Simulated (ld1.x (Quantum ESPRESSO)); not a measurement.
Which change was made? (Re, TM)

ld1.x (Quantum ESPRESSO) 7.5 input, shortened:

```
&input
   title='Re', zed=75., rel=2, dft='PBESOL', iswitch=3,
   config='[Xe] 4f14 5d5 6s1 6p0', rel_dist='average'
 /
 &inputp
   pseudotype=2, tm=.true., lloc=0,
   nlcc=.false.
 /
3
5P  2  1   6.00   0.00  1.55  1.55  0.0
5D  3  2   5.00   0.00  1.80  1.80  0.0
5S  1  0   2.00   0.00  1.40  1.40  0.0
 &test
   configts(1)='5s2 5p6 5d5 6s1 6p0'
 /
```

Open shells are filled in proportion to 2j + 1 (rel_dist='average').

Occupied shells without a wave of their own: 6s. They enter only through the test configuration that unscreens the potential.

Cutoffs, loose and tight: the cutoffs (Ry, on a coarse ladder) from which the occupation-weighted sum of valence levels, in a spherical-Bessel basis at the reference potential, stays within 10 and 1 mRy of its value at 400 Ry. They do not see the model core or the augmentation charge, which bear on the density cutoff. Test errors are all-electron minus pseudo excitation energies from the reference, over the configurations 5s2 5p6 5d5 6s2 6p0; 5s2 5p6 5d5 6s0 6p0; 5s2 5p6 5d4 6s0 6p0; 5s2 5p6 5d5.5 6s1.5 6p0; 5s2 5p6 5d5 6s0 6p1; 5s2 5p6 5d4 6s2 6p0; 5s2 5p6 5d3 6s0 6p0; variants that change the core or the reference have their own tests. The largest error is taken over the tests solved by every variant that gives reliable tests at all, those not shown here included: 5s2 5p6 5d3 6s0 6p0; 5s2 5p6 5d4 6s0 6p0; 5s2 5p6 5d5 6s0 6p0; 5s2 5p6 5d5 6s2 6p0.

The base gives: outcome: generated, misses its reference levels by 0.72 eV; bound ghosts: not determined; largest test error (meV): -1496.

(1) After one change the result is: outcome: generated, misses its reference levels by 6.67 eV; bound ghosts: not determined; largest test error (meV): +7780. Which change was it?
A. wave 5s (bound): rc 1.40 bohr becomes 5s (bound): rc 1.12 bohr
B. wave 5s (bound): rc 1.40 bohr becomes 5s (bound): rc 0.90 bohr
C. wave 5s (bound): rc 1.40 bohr becomes 5s (bound): rc 2.06 bohr
D. wave 5s (bound): rc 1.40 bohr becomes 5s (bound): rc 1.42 bohr

Answers

(1) C. The others give: wave 5s (bound): rc 1.40 bohr becomes 5s (bound): rc 1.12 bohr → outcome: generated; bound ghosts: not determined; largest test error (meV): -281 | wave 5s (bound): rc 1.40 bohr becomes 5s (bound): rc 1.42 bohr → outcome: generated, misses its reference levels by 0.88 eV; bound ghosts: not determined; largest test error (meV): -1814 | wave 5s (bound): rc 1.40 bohr becomes 5s (bound): rc 0.90 bohr → outcome: generated, misses its reference levels by 0.18 eV; bound ghosts: not determined; largest test error (meV): -387.
